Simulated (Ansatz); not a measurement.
Consider the germylene formation by 1,1-elimination: `[OH][Ge]([OH])([F])[SiH3]` → `[OH][Ge][OH]` + `F[SiH3]`.

Gas-phase electronic energies from Ansatz, PBE0-D4/def2-TZVP geometries. CCSD(T)/CBS is the MP2 limit (def2-TZVPP, def2-QZVPP) plus CCSD(T) − MP2 in def2-TZVPP, frozen cores. This one scheme is used for every species. Functionals use def2-TZVPP. HSE06 is defined as in plane-wave codes. For Ge outer-core shells are correlated without core-valence functions, which leaves a few kJ/mol of doubt a bond. Scalar relativity is left out up to krypton. One conformer a species, not always the lowest.

`[OH][Ge]([OH])([F])[SiH3]`:

```xyz
10

O     1.599   -0.497   -1.184
Ge    0.155   -0.589   -0.169
O     0.579   -1.529    1.254
F    -0.961   -1.515   -1.143
Si   -0.852    1.467    0.479
H     1.407   -0.722   -2.099
H     1.214   -2.224    1.057
H    -1.274    2.177   -0.752
H    -2.022    1.167    1.338
H     0.155    2.264    1.219
```

`[OH][Ge][OH]`:

Cartesian coordinates in Å:
```
O -1.051 -0.873 -0.318
Ge -0.569 0.768 -0.845
O 0.914 1.058 0.113
H -0.511 -1.326 0.335
H 1.218 0.373 0.715
```

`F[SiH3]`:

Z-matrix (Å, degrees):
```
Si
F 1 1.600
H 1 1.482 2 108.3
H 1 1.482 2 108.3 3 -120.0
H 1 1.482 2 108.3 3 120.0
```

(1) Is it downhill or uphill in electronic energy at CCSD(T)/CBS, and by how much? (Best estimate.)

(2) What do these levels give: r2SCANh-D4, HSE06-D4, BHLYP-D4, revPBE, BLYP, PBE0, BHLYP, CAM-B3LYP, LC-ωPBE, HF/def2-SVP, CCSD/def2-TZVPP, SCS-MP2/def2-QZVPP? (Best estimate.)

(3) What do rigid-rotor, harmonic-oscillator terms from PBE0-D4/def2-TZVP frequencies (298.15 K, 1 bar) make of the CCSD(T)/CBS value? (Best estimate.)

Largest T1 diagnostic among the species: 0.015.

Results:

(1) Computed: Uphill: ΔE = +7.8 kJ/mol.

(2) Ansatz gave: r2SCANh-D4 26.0, HSE06-D4 27.2, BHLYP-D4 10.4, revPBE -8.2, BLYP -35.8, PBE0 19.1, BHLYP -2.7, CAM-B3LYP -5.0, LC-ωPBE 29.9, HF/def2-SVP 18.3, CCSD/def2-TZVPP 18.8, SCS-MP2/def2-QZVPP 5.4 kJ/mol.

(3) The calculation gave: ΔZPE = -2.7 kJ/mol, ΔH = +4.0 kJ/mol, ΔS = 132 J/(mol·K), ΔG = -35.3 kJ/mol.

In def2-TZVPP, CCSD(T) changes the Hartree–Fock value by +22.2 kJ/mol (the triples alone add +2.5 kJ/mol) and MP2 by +22.6 kJ/mol. From PBE to PBE0 (25 % exact exchange), in def2-TZVPP and without D4, ΔE moves by +13.9 kJ/mol.
